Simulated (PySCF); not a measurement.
## CH₅OSi, SMILES `[CH2][SiH2]O` (H–C–Si–O torsion 0°, C–Si–O–H torsion 180°) (charge 0, multiplicity 2)

Calculation: PBE0-D4/def2-TZVP (PySCF).

highest occupied spin orbital: -6.94 eV
dipole moment: 0.66 D
total energy: -11037.48 eV
cost: around 2.3 core-minutes (rough)

```xyz
8

C      1.3787    -0.1601    -0.0569
Si    -0.3736     0.3587     0.0198
O     -1.2733    -1.0235     0.0348
H      1.6718    -1.2046    -0.0820
H      2.1978     0.5516    -0.0805
H     -0.7287     1.2157    -1.1507
H     -0.6348     1.1802     1.2395
H     -2.2256    -0.9335     0.0745
```
Charge 0, spin multiplicity 2.
